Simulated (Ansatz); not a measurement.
# The atomisation energy (no zero-point term) down a group: F to I

One atom is swapped for its congeners: InF; InCl; InI (indium iodide (ini)). The Br member is missing. All are singlets with charge 0.

Shapes, held fixed at every level: PBE0-D4/def2-TZVP. Programs: Ansatz 0.2.0. Values in eV.

```csv
level,InF,InCl,InI
r2SCAN-D4/def2-TZVPP,5.59,4.68,3.73
BHLYP-D4/def2-TZVPP,5.13,4.43,3.58
PBE0-D4/def2-TZVPP,5.43,4.61,3.72
r2SCAN0-D4/def2-TZVPP,5.27,4.54,3.64
CCSD(T)/def2-SVP,5.02,4.12,3.34
CCSD(T)/def2-TZVPP,5.41,4.47,3.58
```

At CCSD(T)/def2-TZVPP the atomisation energy falls at every step, from 5.41 to 3.58 eV. Every level shows the same order. For atoms past krypton def2 sets carry core potentials with scalar relativity. Correlated rows may include outer-core shells of I, In, which these sets cover unevenly. Spin-orbit coupling, which grows down the group, is left out (summed over each molecule's free atoms 0.20, 0.22, 0.50 eV).
